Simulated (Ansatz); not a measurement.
Stepwise reaction of `O[Si](O)([SiH3])Cl` with hydrogen fluoride, as a gas-phase model of exchange steps in deposition or etching. ΔE in kJ/mol; ΔG adds harmonic PBE0-D4 terms to CCSD(T)/CBS, at 1 bar.

Gas-phase electronic energies from Ansatz, PBE0-D4/def2-TZVP geometries. CCSD(T)/CBS adds triple-zeta CCSD(T) − MP2 to the extrapolated MP2 energy (def2 sets, frozen cores). This one scheme is used for every species. Functionals use def2-TZVPP. B3LYP here is the variant with VWN-RPA as its local correlation; programs differ in this. Each species was taken in one conformer, which may not be the lowest.

```
step                                                 reaction  PBE-D4  B3LYP-D4  ωB97M-V  CCSD(T)/CBS  ΔG(500 K)
   1  `O[Si](O)([SiH3])Cl` + H–F → `O[Si](F)([SiH3])Cl` + H₂O   -38.1     -40.6    -40.6        -39.5      -40.8
   2  `O[Si](F)([SiH3])Cl` + H–F → `F[Si](F)([SiH3])Cl` + H₂O   -33.7     -35.1    -35.1        -34.6      -35.2
```

**Question.** By hand: ΔE of the 2 steps together at CCSD(T)/CBS.

**Answer.** (-39.5) + (-34.6) = -74.1 kJ/mol, or -37.0 kJ/mol a step.

In ΔE the steps differ by no more than 4.9 kJ/mol. All are downhill at CCSD(T)/CBS. ΔG lies between -40.8 and -35.2 kJ/mol a step. PBE-D4 differs from CCSD(T)/CBS by 0.9 to 1.4 kJ/mol a step. Only this route is followed, and other bonds may react first. Isolated molecules leave out the surface, adducts and barriers. Largest T1 diagnostic: 0.012.
